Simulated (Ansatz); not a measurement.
`C[O][Sn]([OH])([OH])[OH]`, charge 0, multiplicity 1.

Give a relaxed structure at PBE0-D4/def2-TZVP (the Gaussian-basis code of Ansatz). (An estimate is asked.)

Ansatz gave: 
Z-matrix (Å, degrees):
```
C
O 1 1.414
H 1 1.096 2 111.7
H 1 1.095 2 112.4 3 -122.3
H 1 1.093 2 107.6 3 118.6
Sn 2 1.941 1 121.4 3 72.2
O 6 1.946 2 116.1 1 -75.0
O 6 1.942 2 104.7 1 166.2
O 6 1.942 2 107.8 1 42.6
H 7 0.961 6 112.6 2 -93.9
H 8 0.962 6 111.9 2 -16.2
H 9 0.961 6 111.8 2 -140.7
```
This is one stationary point; other conformers may exist.
